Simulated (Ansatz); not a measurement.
Start from `[NH2][InH][NH2]` and change one atom or group to get `[NH2][InH][Cl]`.

Ansatz, PBE0-D4/def2-TZVP geometries, multiplicity 1. Each molecule was computed in one conformer, which needn't be the lowest.

Elements past krypton have def2 core potentials.

| property | `[NH2][InH][NH2]` |
| --- | --- |
| zero-point energy (PBE0-D4/def2-TZVP) / kJ/mol | 146.2 |
| ideal-gas entropy at 298 K and 1 bar (rigid rotor, harmonic PBE0-D4/def2-TZVP) / J/(mol·K) | 318 |
| LUMO energy (PBE/def2-TZVPP) / eV | -1.14 |
| HOMO energy (PBE/def2-TZVPP) / eV | -5.34 |
| size of the dipole moment (ωB97M-V/def2-TZVPP) / D | 0.09 |
| HOMO–LUMO gap (ωB97M-V/def2-TZVPP) / eV | 9.90 |

(1) What does the change do to each property? (Best estimate.)

## Answers

(1) Ansatz gave: 
```csv
property,`[NH2][InH][Cl]`,shift
zero-point energy (PBE0-D4/def2-TZVP) / kJ/mol,84.2,-62.0
"ideal-gas entropy at 298 K and 1 bar (rigid rotor, harmonic PBE0-D4/def2-TZVP) / J/(mol·K)",321,3
LUMO energy (PBE/def2-TZVPP) / eV,-1.93,-0.79
HOMO energy (PBE/def2-TZVPP) / eV,-6.16,-0.82
size of the dipole moment (ωB97M-V/def2-TZVPP) / D,3.10,3.01
HOMO–LUMO gap (ωB97M-V/def2-TZVPP) / eV,10.12,0.22
```

With PBE0 the HOMO falls by 0.80 eV and the LUMO falls by 0.75 eV, so the gap widens by about 0.05 eV. PBE moves the HOMO by -0.82 eV and ωB97M-V by -0.79 eV. The zero-point energy changes by -62.0 kJ/mol with -6 modes. Dipoles are sizes alone; their direction can turn.
